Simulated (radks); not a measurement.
Q: Neutral caesium, [Xe] 6s1. Calculated with a radial shooting solver on a logarithmic mesh with Libxc functionals: non-relativistic Kohn-Sham, exchange-only PBE, spin-polarised, spherical densities, point nucleus. Every spin shell is full or empty, so the densities are truly spherical. Functionals are evaluated on that one density, not self-consistently. Rank these exchange functionals by their error against the exact value of the orbitals, and give that value: LDA, PBEsol, RPBE, PW91, AM05, SOGGA, APBE, TPSS, SCAN.

A: Exact: -183.993 hartree. From best to worst, with 100 (|E| - |E exact|)/|E exact| (equal figures are ties): PW91 -0.01, SCAN +0.14, RPBE -0.26, APBE +0.28, TPSS -0.33, PBEsol -2.21, SOGGA -2.22, AM05 -4.39, LDA -4.69.
